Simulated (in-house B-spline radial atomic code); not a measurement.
Response of Mg⁸⁺ as one setting changes: the share of exact exchange in a PBE hybrid. A dash marks a strongly mixed or unbound state. Computed with a B-spline radial code for spherical atoms: linear response of the closed shell [He] 2s2 with the functional's adiabatic kernel; non-relativistic, point nucleus, no spin-orbit coupling, no double excitations, S, P, D and F terms only.

| share of exact exchange in a PBE hybrid | lowest 1P (eV) | lowest 3P, Tamm-Dancoff (eV) | minus highest occupied level (eV) | α (bohr³) |
| --- | --- | --- | --- | --- |
| 0 | 2s → 2p 30.84 | 2s → 2p 15.481 | 308.99 | 0.25 |
| 0.1 | 2s → 2p 30.75 | 2s → 2p 15.368 | 310.57 | 0.2514 |
| 0.2 | 2s → 2p 30.66 | 2s → 2p 15.255 | 312.16 | 0.2528 |
| 0.3 | 2s → 2p 30.57 | 2s → 2p 15.142 | 313.74 | 0.2542 |
| 0.4 | ? | ? | ? | ? |
| 0.5 | 2s → 2p 30.39 | 2s → 2p 14.917 | 316.90 | 0.257 |
| 0.6 | 2s → 2p 30.30 | 2s → 2p 14.806 | 318.49 | 0.2584 |
| 0.7 | 2s → 2p 30.21 | 2s → 2p 14.694 | 320.07 | 0.2599 |
| 0.8 | ? | ? | ? | ? |
| 0.9 | 2s → 2p 30.03 | 2s → 2p 14.472 | 323.22 | 0.2629 |
| 1 | 2s → 2p 29.942 | 2s → 2p 14.362 | 324.80 | 0.2644 |

Question: What belongs in the row for 0.4?

Answer: lowest 1P (eV): 2s → 2p 30.48; lowest 3P, Tamm-Dancoff (eV): 2s → 2p 15.029; minus highest occupied level (eV): 315.32; α (bohr³): 0.2556.

Question: What belongs in the row for 0.8?

Answer: lowest 1P (eV): 2s → 2p 30.12; lowest 3P, Tamm-Dancoff (eV): 2s → 2p 14.583; minus highest occupied level (eV): 321.64; α (bohr³): 0.2614.
